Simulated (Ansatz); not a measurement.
The cluster Al₆V⁻, relaxed as a singlet with RKS r2SCAN-D4/def2-SVPD in Ansatz, starting from the GFN2-xTB geometry. Force threshold 0.02 eV/Å.

The restricted singlet is unstable towards broken spin symmetry at other levels; at r2SCAN-D4/def2-SVPD this wasn't settled. The structure comes from a short search, and lower isomers may exist.

Start:

Cartesian coordinates in Å:
```
V 0.261 -2.221 0.508
Al -1.369 0.103 0.797
Al -0.831 1.407 -1.465
Al 1.353 0.018 -0.824
Al -0.919 -1.164 -1.467
Al 1.052 -0.187 1.793
Al 0.453 2.044 0.659
```

| step | energy (eV) | largest force component (eV/Å) | SCF passes |
| --- | --- | --- | --- |
| 1 | -65248.8303 | 2.930 | 59 |
| 2 | -65249.5608 | 1.225 | 34 |
| 3 | -65249.7553 | 0.890 | 34 |
| 4 | -65249.8180 | 0.236 | 30 |
| 5 | -65249.8213 | 0.025 | 30 |
| 6 | -65249.8215 | 0.003 | 30 |

Force components are those of the run's own axes.

End:

```xyz
7

V     0.2189   -1.9784    0.4606
Al   -1.2085   -0.0323    0.7406
Al   -0.8481    1.4574   -1.4911
Al    1.2233   -0.1008   -0.7096
Al   -0.9996   -1.2596   -1.6169
Al    1.1599   -0.1891    1.9542
Al    0.4541    2.1029    0.6622
```

Bonds formed: Al2–Al4 (atoms count from 1).

No frequencies were taken in this run, so the end may be a saddle point.

Hardware: 4 threads of Arm Neoverse V1 on a shared host. Wall time 48 s.
